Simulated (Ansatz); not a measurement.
The cluster Cu2H3 was relaxed with PBE-D4 (def2-TZVP) in Ansatz in these states: neutral doublet, neutral quartet. The geometries follow in no particular order.

A:

```xyz
5

Cu    0.8557   -0.6205   -0.5700
Cu   -0.8171    0.2899    0.8308
H     1.4772   -0.1487   -1.8576
H    -1.6405    1.5481    0.7532
H     0.1248   -1.0689    0.8437
```

B:

```csv
atom,x (Å),y (Å),z (Å)
Cu1,1.125,-0.164,0.720
Cu2,-1.211,-0.379,0.448
H3,2.362,0.341,-0.025
H4,-2.316,-0.090,-0.569
H5,0.040,0.292,-0.573
```

Q: Judge from the bond lengths which geometry belongs to which state (an estimate).

A: A is the neutral doublet (Cu2–H5 1.653 Å, Cu1–H5 1.653 Å, Cu1–H3 1.506 Å); B is the neutral quartet (Cu2–H5 1.749 Å, Cu1–H5 1.749 Å, Cu1–H3 1.529 Å).

At PBE0-D4/def2-TZVP a doublet lies 2.69 eV below the neutral quartet. These are the stationary points nearest to one start from a short search; other shapes may lie lower in each state.
